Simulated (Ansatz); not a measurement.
Species: HF₃Sn, SMILES `[F][SnH]([F])[F]` (charge 0, multiplicity 1).

Task: Give a relaxed geometry from Ansatz (a quantum-chemistry and plane-wave program) with PBE0-D3(BJ)/def2-TZVP.

Result: the end point of this relaxation (outside a Z-matrix the atoms follow the SMILES, hydrogens last).
Z-matrix (Å, degrees):
```
Sn
F 1 1.8911
F 1 1.8911 2 105.00
F 1 1.8911 2 105.01 3 -110.45
H 1 1.6818 2 113.63 3 124.78
```
